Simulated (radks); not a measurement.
Question: Valence configurations of neutral rubidium (all share [Kr]). Calculated with a radial shooting solver on a logarithmic mesh with Libxc functionals: Dirac Kohn-Sham, PBE, spin-unpolarised, spherical densities, point nucleus; open shells are shared between the two j in proportion to 2j + 1. Order these by energy: 5s0.5 5p0.5; 4d1; 5p1; 4d0.5 5s0.5; 5s1.

Answer: From the lowest, in eV above it: 5s1 0.000; 5s0.5 5p0.5 0.750; 4d0.5 5s0.5 1.117; 5p1 1.519; 4d1 2.240. NIST lists [Kr] 5s1 as the ground configuration; this level of theory agrees among the configurations tried. The energies are those of spherical spin-averaged densities, not of single terms.
